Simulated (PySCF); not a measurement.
SMILES [SiH2](Cl)[SiH2]B, PBE0/def2-SVP optimised geometry.

```
10

B      1.26     1.07     0.01
Si     1.29    -0.96     0.00
Si    -1.05    -0.96     0.00
Cl    -1.09     1.20     0.00
H      1.45     1.65     1.05
H      1.45     1.66    -1.03
H      1.81    -1.66    -1.22
H      1.81    -1.66     1.21
H     -1.81    -1.38    -1.21
H     -1.81    -1.38     1.21
```

Density from PBE0/def2-TZVP run with PySCF at that geometry.

Minimum of the electron density along straight lines between bonded atoms, close to the bond critical point (lines longer than 1.1 times the sum of covalent radii, or with two minima, are not listed):

| bond | length / Å | ρ at the minimum / e bohr⁻³ | ∇²ρ there / e bohr⁻⁵ | position (fraction from the first atom) |
|---|---|---|---|---|
| B1–Si2 | 2.035 | (withheld) | (withheld) | 0.61 |
| Si2–Si3 | 2.336 | 0.089 | (withheld) | 0.37 |
| Si3–Cl4 | 2.159 | 0.081 | 0.16 | 0.36 |
| B1–H5 | 1.208 | 0.179 | -0.36 | 0.44 |
| B1–H6 | 1.208 | 0.179 | -0.36 | 0.44 |
| Si2–H7 | 1.496 | 0.117 | 0.15 | 0.49 |
| Si2–H8 | 1.496 | 0.117 | 0.15 | 0.49 |
| Si3–H9 | 1.492 | 0.122 | 0.13 | 0.49 |
| Si3–H10 | 1.492 | 0.122 | 0.13 | 0.49 |

Q: Fill in the missing entries.

A: 
- B1–Si2, ρ at the minimum / e bohr⁻³: 0.109
- B1–Si2, ∇²ρ there / e bohr⁻⁵: -0.09
- Si2–Si3, ∇²ρ there / e bohr⁻⁵: -0.10
